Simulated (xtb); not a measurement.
I4Si, triplet, at the geometry of the source list (a higher spin typed on purpose: for a closed-shell molecule this is an excited state); GFN1-xTB in xtb 6.7.1.

Here is a job for xtb.
```
$ xtb mol.xyz --gfn 1 --uhf 2 --etemp 5000 --json

# file mol.xyz
5

I      2.20510000    -1.03010000     0.43950000
Si    -0.00000000     0.00000000    -0.00000000
I     -1.45120000    -1.62600000    -1.16910000
I     -1.04890000     0.64860000     2.14380000
I      0.29500000     2.00750000    -1.41410000
```

What the program printed (banner, timings and long lists left out):

```
   ID    Z sym.   atoms
    1   53 I      1, 3-5
    2   14 Si     2

           -------------------------------------------------
          |                Calculation Setup                |
           -------------------------------------------------

           -------------------------------------------------
          |                 G F N 1 - x T B                 |
           -------------------------------------------------

          ...................................................
          :                      SETUP                      :
          :.................................................:
          :  # basis functions                  50          :
          :  # atomic orbitals                  45          :
          :  # shells                           15          :
          :  # electrons                        32          :
          :  # halogen bonds                     0          :
          :  max. iterations                   250          :
          :  Hamiltonian                  GFN1-xTB          :
          :  restarted?                      false          :
          :  GBSA solvation                  false          :
          :  PC potential                    false          :
          :  electronic temp.         5000.0000000     K    :
          :  accuracy                    1.0000000          :
          :  -> integral cutoff          0.2500000E+02      :
          :  -> integral neglect         0.1000000E-07      :
          :  -> SCF convergence          0.1000000E-05 Eh   :
          :  -> wf. convergence          0.2000000E-04 e    :
          :  Broyden damping             0.4000000          :
          :  net charge                          0          :
          :  unpaired electrons                  2          :
          ...................................................

 iter      E             dE          RMSdq      gap      omega  full diag
   1    -17.7218935 -0.177219E+02  0.665E+00    0.91       0.0  T
   2    -17.7530643 -0.311708E-01  0.341E+00    1.05       1.0  T
   3    -17.7689508 -0.158866E-01  0.224E+00    0.94       1.0  T
   4    -17.7775408 -0.858996E-02  0.153E-01    0.95       1.0  T
   5    -17.7775644 -0.235470E-04  0.319E-02    0.96       1.4  T
   6    -17.7775631  0.122833E-05  0.134E-02    0.96       3.3  T
   7    -17.7775651 -0.194152E-05  0.133E-03    0.96      33.7  T
   8    -17.7775651 -0.756287E-08  0.712E-04    0.96      62.8  T
[...]
         :: total energy             -17.729683480179 Eh    ::
[...]
        20        0.1350           -0.1701279              -4.6294
        21        0.0008           -0.0866033              -2.3566
        22        0.0008           -0.0866030              -2.3566
        23        0.0003           -0.0712947              -1.9400
        24        0.0003           -0.0712941              -1.9400
        25        0.0003           -0.0712937              -1.9400
        26        0.0001           -0.0600378              -1.6337
        27        0.0001           -0.0600373              -1.6337
        28        0.0001           -0.0600369              -1.6337
       ...           ...                  ...                  ...
        45                          0.9531714              25.9371
      -------------------------------------------------------------
                  HL-Gap            0.0352678 Eh            0.9597 eV
             Fermi-level           -0.2897180 Eh           -7.8836 eV

  Mulliken/CM5 charges         n(s)   n(p)   n(d)
     1I    -0.04829  0.01262   1.991  4.957  0.100
     2Si    0.19316 -0.05047   1.271  1.557  0.978
     3I    -0.04829  0.01262   1.991  4.957  0.100
     4I    -0.04829  0.01262   1.991  4.957  0.100
     5I    -0.04829  0.01261   1.991  4.957  0.100

Wiberg/Mayer (AO) data.
largest (>0.10) Wiberg bond orders for each atom

 ---------------------------------------------------------------------------
     #   Z sym  total        # sym  WBO       # sym  WBO       # sym  WBO
 ---------------------------------------------------------------------------
     1  53 I    1.218 --     2 Si   1.122
     2  14 Si   4.489 --     3 I    1.122     1 I    1.122     5 I    1.122
                             4 I    1.122
     3  53 I    1.218 --     2 Si   1.122
     4  53 I    1.218 --     2 Si   1.122
     5  53 I    1.218 --     2 Si   1.122
 ---------------------------------------------------------------------------

Topologies differ in total number of bonds
Writing topology from bond orders to xtbtopo.mol

 dipole moment from electron density (au)
     X       Y       Z
  -0.0000  -0.0000  -0.0000  total (Debye):    0.000

           -------------------------------------------------
          | TOTAL ENERGY              -17.729683480179 Eh   |
          | GRADIENT NORM               0.059489570240 Eh/α |
          | HOMO-LUMO GAP               0.959686237889 eV   |
           -------------------------------------------------

normal termination of xtb
```
